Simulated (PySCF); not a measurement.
## TDDFT excited states: C3H12NPSi2

Species: C₃H₁₂NPSi₂.
Geometry (GFN2-xTB, Å), atoms numbered from 1 in this order:
```xyz
19
C3H12NPSi2 angstrom
C      3.2835   -0.4366   -0.4188
C      2.1967    0.1742   -0.8641
Si     0.9636    1.1185    0.1979
Si    -1.1265    0.0772    0.0843
C     -1.1214   -1.7519    0.6286
N     -1.5566    0.0322   -1.5995
P     -2.7866    1.0508    1.3090
H      3.5579   -0.4112    0.6236
H      3.9518   -0.9862   -1.0653
H      1.9715    0.1111   -1.9224
H      1.4951    1.2032    1.5671
H      0.9212    2.5029   -0.3082
H     -2.1191   -2.1806    0.5925
H     -0.4788   -2.3430   -0.0156
H     -0.7589   -1.8551    1.6470
H     -2.3083   -0.5780   -1.8839
H     -1.6332    0.9027   -2.1021
H     -2.0783    1.0349    2.4961
H     -2.3834    2.3443    1.0263
```

Level of theory: PySCF 2.14.0, density-fitted response routines, TDDFT CAM-B3LYP/def2-SVPD, vertical, gas phase, core orbitals frozen in the response.

Question: List the vertical singlet excitations with oscillator strengths and describe the spectrum.

Answer: 

```csv
state,E (eV),λ (nm),ν̃ (cm⁻¹),f,"main configurations (H = HOMO, L = LUMO)"
S1,5.73,216.2,46250,0.042,"H→L (39%), H→L+1 (35%), H→L+2 (11%)"
S2,6.00,206.7,48380,0.342,"H→L (45%), H→L+1 (21%), H→L+2 (19%)"
S3,6.28,197.5,50640,0.087,"H→L+3 (57%), H→L+1 (18%), H→L+2 (10%)"
S4,6.42,193.0,51810,0.052,"H→L+2 (39%), H→L+5 (33%)"
S5,6.57,188.8,52980,0.014,"H→L+5 (30%), H→L+3 (16%), H-1→L+1 (11%)"
S6,6.77,183.1,54620,0.048,"H-1→L (39%), H-1→L+1 (16%), H→L+1 (8%)"
S7,6.87,180.6,55370,0.186,"H-4→L (38%), H-2→L (12%)"
S8,7.06,175.5,56970,0.103,"H-1→L (32%), H-1→L+1 (28%), H-1→L+2 (8%)"
```

Triplets (Tamm–Dancoff): T1 4.28 eV, H-2→L (29%), H-1→L (19%), H→L (16%); T2 5.12 eV, H→L (52%), H→L+4 (9%); T3 5.47 eV, H→L+1 (44%), H→L+2 (32%).

The lowest singlet comes at 216 nm (553 kJ/mol) in the ultraviolet; it is of moderate strength; its leading configuration is HOMO→LUMO (39%). The most intense listed level is S2 at 6.00 eV (207 nm, f = 0.342), 0.26 eV above S1. Löwdin shares by element: HOMO phosphorus 40%, silicon 26%, nitrogen 13% (atoms not listed hold the other 22%); LUMO carbon 46% or more, silicon 12% or more, phosphorus 10% (atoms not listed hold the other 32%). Of the 8 states listed, 8 reach f = 0.01 and none stays under 0.0005. The listed states span 1.33 eV, and the widest gap between neighbours is 0.28 eV (S2 to S3). Weighted by f, the mean energy of these states is 6.40 eV. The window holds the lowest 8 singlets.

One conformer stands for the species.
